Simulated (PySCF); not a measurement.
## Peak assignment

Structure with atom numbers: `[O:1]=[C:2]1[CH2:3][CH2:4][P:5]([CH2:6][SiH3:7])[CH2:8][CH2:9]1` (H(Xn): hydrogen on atom n).

Computational details: shieldings: GIAO PBE0/pcSseg-1, GFN2-xTB structure, in PySCF (no relativistic terms, no solvent, rapidly exchanging positions averaged, a single conformation).

Referencing at the same level of theory: 13C and 1H vs TMS.

Q: Assign these signals to the numbered atoms. 13C{1H} NMR (computed): δ 214.9 (C), 43.0 (CH2), 38.3 (CH2), 12.6 (CH2).

A: 
| δ (ppm) | atoms | environment | reason |
| --- | --- | --- | --- |
| 214.9 | C2 | ketone carbonyl carbon | low-lying n→π* states of the double bond to the heteroatom give a large paramagnetic term (-277 ppm) |
| 43.0 | C3/C9 | sp3 CH2 α to a carbonyl | α to the electron-withdrawing carbonyl group |
| 38.3 | C4/C8 | sp3 CH2 bonded to P | – |
| 12.6 | C6 | sp3 CH2 bonded to P and Si | – |

Q: Assign these signals to the numbered atoms. 1H NMR (300 MHz, computed): δ 3.96 (m, 3H), 2.53 (m, 4H), 1.88 (m, 4H), 0.72 (m, 2H).

A: 
3.96 → H(Si7), hydrogen on a silicon bonded to C
2.53 → H(C3)/H(C9), hydrogen on an sp3 CH2 α to a carbonyl: α to C=O
1.88 → H(C4)/H(C8), hydrogen on an sp3 CH2 bonded to P
0.72 → H(C6), hydrogen on an sp3 CH2 bonded to P and Si: an electropositive neighbour shields it, as in TMS itself

Splittings by 31P in the carbon and heteronuclear signals aren't shown, as no couplings were computed. Shifts are as computed. Against solution values, carbons near 30 ppm lie about +3 ppm off and those near 130 ppm about +5 ppm. Of 1211 compounds with measured shifts, 218 miss one by over three times the rms of a fit or turn the order of signals round; such compounds aren't used in these exercises. Multiplicities follow the n + 1 count of equivalent neighbours, as no J values were calculated; m marks all less simple cases, F and P coupling included.
